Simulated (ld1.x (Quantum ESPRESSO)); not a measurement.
# Scattering properties, TM potential for Ta (Z = 73)

```
Element                 : Ta (Z = 73)
Generator               : ld1.x (Quantum ESPRESSO) 7.5
Type                    : norm-conserving Troullier–Martins (Kleinman–Bylander form)
Functional              : PBE
Relativity              : fully relativistic
Frozen core             : [Kr] 4d10 4f14
Valence charge          : 13
Reference configuration : 5s2 5p6 5d3.5 6s1.5 6p0
Partial waves           : 5s (bound): rc 1.05 bohr; 5p (bound): rc 1.30 bohr; 5d (bound): rc 2.85 bohr
Local potential         : all-electron potential smoothed inside 1.75 bohr (lloc = -1)
Core correction         : a·sin(br)/r model core, default radius (core density twice the valence density)
```

Open shells are filled in proportion to 2j + 1 (rel_dist='average').

Occupied shells without a wave of their own: 6s. They enter only through the test configuration that unscreens the potential, and ld1.x also counts them in the model core charge.

The phase is arctan(r·u′/u) with u = r·R(r), unwrapped; energies in Ry, scanned from -7 to 5 Ry. A pole is an energy at which the radial function vanishes at the test radius. The pseudo phase is shifted by a multiple of π to meet the all-electron one at the reference energy, and phase errors are pseudo minus all-electron; the curves can meet again beyond the range given. Levels narrower than the energy grid can be missing from the lists of poles. n/a: not evaluated, since a narrow level or a reset projector energy made the automatic matching unsafe.

For each channel, where are the poles, and over which energies does the pseudopotential scatter like the atom?

```csv
channel,radius (bohr),reference energy (Ry),"poles, all-electron","poles, pseudo",unbroken range about the reference energy with phases within 0.05 rad,phase error 1 Ry above the reference energy (rad)
s,3.09,-5.29,1.09,1.20,n/a,n/a
p1/2,3.09,-3.30,"-3.28, 2.05","-3.28, 2.20",below -0.1,+0.000
p3/2,3.09,-2.66,"-2.62, 2.45","-2.62, 2.50",below 4.9,+0.000
d3/2,3.09,-0.25,"0.10, 4.50","0.10, 4.88",below 1.5,+0.005
d5/2,3.09,-0.21,"0.18, 4.62","0.18, 4.92",below 1.7,+0.004
```

ld1.x takes every shell without a wave as core, so the model core holds the 6s electrons as well and exchange and correlation see them twice. This cancels in the reference configuration, but the file is broken for other ones, and its errors say nothing about a proper core correction.

Phases in the d5/2 channel:

```tsv
E (Ry)	all-electron	pseudo
-7.00	1.448	1.448
-6.74	1.445	1.445
-6.48	1.443	1.443
-6.22	1.440	1.440
-5.96	1.437	1.437
-5.70	1.434	1.434
-5.44	1.431	1.431
-5.18	1.427	1.427
-4.92	1.424	1.424
-4.66	1.419	1.419
-4.40	1.415	1.415
-4.14	1.410	1.410
-3.88	1.404	1.404
-3.62	1.398	1.398
-3.36	1.391	1.391
-3.10	1.383	1.383
-2.84	1.374	1.374
-2.58	1.364	1.364
-2.32	1.351	1.351
-2.06	1.336	1.336
-1.80	1.316	1.317
-1.54	1.291	1.291
-1.28	1.254	1.254
-1.02	1.195	1.196
-0.76	1.080	1.081
-0.50	0.733	0.733
-0.24	-0.749	-0.749
0.02	-1.441	-1.440
0.28	-1.622	-1.620
0.54	-1.718	-1.716
0.80	-1.796	-1.792
1.06	-1.882	-1.874
1.32	-1.998	-1.984
1.58	-2.196	-2.161
1.84	-2.602	-2.509
2.10	-3.362	-3.191
2.36	-3.987	-3.871
2.62	-4.280	-4.215
2.88	-4.428	-4.385
3.14	-4.515	-4.483
3.40	-4.573	-4.547
3.66	-4.615	-4.592
3.92	-4.648	-4.627
4.18	-4.675	-4.654
4.44	-4.698	-4.677
4.70	-4.719	-4.697
4.96	-4.738	-4.715
```
